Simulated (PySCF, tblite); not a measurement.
Potential energy surface of H2Cl (cation, charge +1), singlet: symmetric bend, bond length relaxed. Scanned: H-Cl-H angle. Other coordinates (Cl-H bond length) were minimised at PBE0/def2-TZVP.

Cartesian coordinates as functions of the variables (Å; names that start with a are angles):
```
Cl  0  0  0
H  r*sin(a/2)  0  r*cos(a/2)
H  -r*sin(a/2)  0  r*cos(a/2)
```

- RHF/cc-pVTZ (PySCF)
- B3LYP/cc-pVTZ (PySCF)
- GFN2-xTB, 300 K electronic temperature (tblite)
- PBE0/cc-pVTZ (PySCF)
- CCSD on RHF/cc-pVTZ, 5 core orbitals frozen (PySCF)
- CCSD(T) on RHF/cc-pVTZ, 5 core orbitals frozen (PySCF)

Energies in kJ/mol, each method relative to its own lowest point.

| a / ° | RHF | B3LYP | GFN2-xTB | PBE0 | CCSD | CCSD(T) |
|---|---|---|---|---|---|---|
| 180 | 266.6 | 236.4 | 138.7 | 235.0 | 246.4 | 243.5 |
| 170 | 253.4 | 225.5 | 130.8 | 224.3 | 234.6 | 231.9 |
| 160 | 218.5 | 196.1 | 111.0 | 195.3 | 203.4 | 201.3 |
| 150 | 171.8 | 155.8 | 86.2 | 155.6 | 161.3 | 159.9 |
| 140 | 122.4 | 112.5 | 60.7 | 112.6 | 116.4 | 115.7 |
| 130 | 76.7 | 71.9 | 37.6 | 72.2 | 74.5 | 74.2 |
| 120 | 39.2 | 37.9 | 18.8 | 38.3 | 39.4 | 39.6 |
| 110 | 12.9 | 13.5 | 5.7 | 13.8 | 14.1 | 14.5 |
| 100 | 0.0 | 0.4 | 0.0 | 0.6 | 0.6 | 0.9 |
| 90 | 1.8 | 0.0 | 3.2 | 0.0 | 0.0 | 0.0 |
| 80 | 19.1 | 13.2 | 17.0 | 12.8 | 13.2 | 12.6 |
| 70 | 51.5 | 40.0 | 42.7 | 39.1 | 40.3 | 38.9 |
| 60 | 97.0 | 79.6 | 80.1 | 78.0 | 80.4 | 78.2 |
